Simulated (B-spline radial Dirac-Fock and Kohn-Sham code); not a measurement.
Z = 25 (manganese), transition energy 200 keV. Level of theory: a Dirac-Hartree-Slater potential of the neutral atom with a Latter tail (no hole, which puts coefficients of high multipoles low close above an edge), finite nucleus with surface currents; an atomic code on a B-spline grid. Subshells that would emit electrons below 1 keV are left out.

Question: A pure transition shows α(K) = 0.156, L1/L2 = 15.7 and L1/L3 = 16.4. What is its multipolarity?
A. E4
B. E3
C. M1
D. M4
E. E1
F. M2
G. E2
H. M3

Answer: H. For comparison, α(K), L1/L2, L1/L3 are E1 0.00423, 73.0, 41.0; E2 0.0286, 24.6, 18.5; E3 0.163, 9.08, 8.05; E4 0.885, 4.24, 4.04; M1 0.00464, 50.7, 101; M2 0.0275, 25.9, 45.8; M4 0.889, 10.7, 7.78.

Values without a named source are computed, but for edge energies of neutral atoms, which are taken from tables.
